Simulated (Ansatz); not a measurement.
Spectroscopic constants of BeCd, closed-shell singlet (lowest of 2S+1 = 1, 3 at CCSD(T)/def2-TZVPP on PBE0 minima; our sources give no spin for the ground state, which may be another). No spin–orbit coupling.

The constants come from a fifth-degree fit in 1/R (seven points, main isotopes). In def2 and cc sets the state is the lowest found near the PBE0 minimum, followed along R. The singlet is held restricted.

The values were computed with Ansatz (a first-principles code) with Gaussian orbitals.  In def2 rows elements past Kr take small-core potentials, without spin–orbit coupling.

Energies at PBE0/def2-TZVPP:

```json
[
 {"R (Å)": "2.809021", "E (hartree)": "-182.41390531"},
 {"R (Å)": "2.884532", "E (hartree)": "-182.41427044"},
 {"R (Å)": "2.954002", "E (hartree)": "-182.41443781"},
 {"R (Å)": "3.032534", "E (hartree)": "-182.41448236"},
 {"R (Å)": "3.111066", "E (hartree)": "-182.41441576"},
 {"R (Å)": "3.201680", "E (hartree)": "-182.41424448"},
 {"R (Å)": "3.307395", "E (hartree)": "-182.41396543"}
]
```

### Question
With a reduced mass of 8.3514 u, find the minimum, the force constant and the constants.

### Answer
A fifth-degree polynomial in 1/R puts the minimum at r_e = 3.0204 Å with force constant 8.23 N/m. Then ω_e = (1/2πc)√(k/μ) = 129 cm⁻¹ and B_e = h/(8π²cμr_e²) = 0.2213 cm⁻¹; the cubic and quartic terms give α_e = 0.0077 and ω_e x_e = 4.4 cm⁻¹.
